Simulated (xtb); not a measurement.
H3S2, charge +1, singlet, at a GFN2-xTB geometry; GFN2-xTB (xtb).

The xtb input:
```
$ xtb mol.xyz --gfn 2 --chrg 1 --acc 0.1 --json

# file mol.xyz
5

S      0.89863091    -0.20318323     0.56442505
S     -0.81776582     0.18767189    -0.54542269
H      1.70492471    -0.24812458    -0.50411846
H     -1.33373201     1.21504808     0.18436999
H     -1.66503405    -0.71874195     0.01571083
```

Problem. Predict the main parts of the log of this xtb run.

Solution. 
```
   ID    Z sym.   atoms
    1   16 S      1, 2
    2    1 H      3-5

           -------------------------------------------------
          |                Calculation Setup                |
           -------------------------------------------------

           -------------------------------------------------
          |                 G F N 2 - x T B                 |
           -------------------------------------------------

          ...................................................
          :                      SETUP                      :
          :.................................................:
          :  # basis functions                  23          :
          :  # atomic orbitals                  21          :
          :  # shells                            9          :
          :  # electrons                        14          :
          :  max. iterations                   250          :
          :  Hamiltonian                  GFN2-xTB          :
          :  restarted?                      false          :
          :  GBSA solvation                  false          :
          :  PC potential                    false          :
          :  electronic temp.          300.0000000     K    :
          :  accuracy                    0.1000000          :
          :  -> integral cutoff          0.3500000E+02      :
          :  -> integral neglect         0.1000000E-08      :
          :  -> SCF convergence          0.1000000E-06 Eh   :
          :  -> wf. convergence          0.1000000E-04 e    :
          :  Broyden damping             0.4000000          :
          :  net charge                          1          :
          :  unpaired electrons                  0          :
          ...................................................

 iter      E             dE          RMSdq      gap      omega  full diag
   1     -7.5526990 -0.755270E+01  0.663E+00    3.70       0.0  T
   2     -7.5595487 -0.684969E-02  0.310E+00    3.14       1.0  T
   3     -7.5604621 -0.913397E-03  0.610E-01    2.83       1.0  T
   4     -7.5604868 -0.246967E-04  0.245E-01    2.82       1.0  T
   5     -7.5604910 -0.419906E-05  0.657E-02    2.81       1.0  T
   6     -7.5604915 -0.536040E-06  0.224E-02    2.82       2.0  T
   7     -7.5604916 -0.608397E-07  0.897E-03    2.81       5.0  T
   8     -7.5604916 -0.177886E-07  0.277E-03    2.81      16.1  T
   9     -7.5604916 -0.161915E-08  0.689E-04    2.81      64.9  T
[...]
         :: total energy              -7.532311561927 Eh    ::
[...]
        18                         -0.0842222              -2.2918
       ...                                ...                  ...
        21                          0.3080157               8.3815
      -------------------------------------------------------------
                  HL-Gap            0.1034108 Eh            2.8140 eV
             Fermi-level           -0.5572568 Eh          -15.1637 eV

     #   Z          covCN         q      C6AA      α(0)
     1  16 S        1.897     0.025   140.040    19.918
     2  16 S        2.816     0.299   129.466    19.150
     3   1 H        0.922     0.217     1.017     1.577
     4   1 H        0.921     0.230     0.960     1.532
     5   1 H        0.921     0.230     0.960     1.532

 Mol. C6AA /au·bohr⁶  :        685.159968
 Mol. C8AA /au·bohr⁸  :      29850.450024
 Mol. α(0) /au        :         43.709307

Wiberg/Mayer (AO) data.
largest (>0.10) Wiberg bond orders for each atom

 ---------------------------------------------------------------------------
     #   Z sym  total        # sym  WBO       # sym  WBO       # sym  WBO
 ---------------------------------------------------------------------------
     1  16 S    2.179 --     2 S    1.197     3 H    0.928
     2  16 S    3.043 --     1 S    1.197     4 H    0.914     5 H    0.914
     3   1 H    0.953 --     1 S    0.928
     4   1 H    0.947 --     2 S    0.914
     5   1 H    0.947 --     2 S    0.914
 ---------------------------------------------------------------------------

Topologies differ in total number of bonds
Writing topology from bond orders to xtbtopo.mol

molecular dipole:
                 x           y           z       tot (Debye)
 q only:       -1.023       0.210      -0.401
   full:       -0.912       0.186      -0.347       2.524
molecular quadrupole (traceless):
                xx          xy          yy          xz          yz          zz
 q only:        5.624      -1.283      -1.947      -0.553       0.228      -3.678
  q+dip:        6.025      -1.117      -1.479      -2.201       0.633      -4.546
   full:        6.699      -1.395      -2.180      -1.829       0.500      -4.519

           -------------------------------------------------
          | TOTAL ENERGY               -7.532311561927 Eh   |
          | GRADIENT NORM               0.000008803185 Eh/α |
          | HOMO-LUMO GAP               2.813952211079 eV   |
           -------------------------------------------------

normal termination of xtb
```
